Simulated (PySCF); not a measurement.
A structure optimised at B3LYP-D3(BJ)/def2-SVP, used in a PySCF frequency run:

```
Se
Br 1 2.3512
I 1 2.5535 2 103.64
```

### Question
Write its SMILES, formula and point group.

### Answer
Br[Se]I, BrISe, Cs

### Question
What are its rotational constants (standard atomic weights)?

### Answer
3.9834, 0.67221, 0.57515 GHz
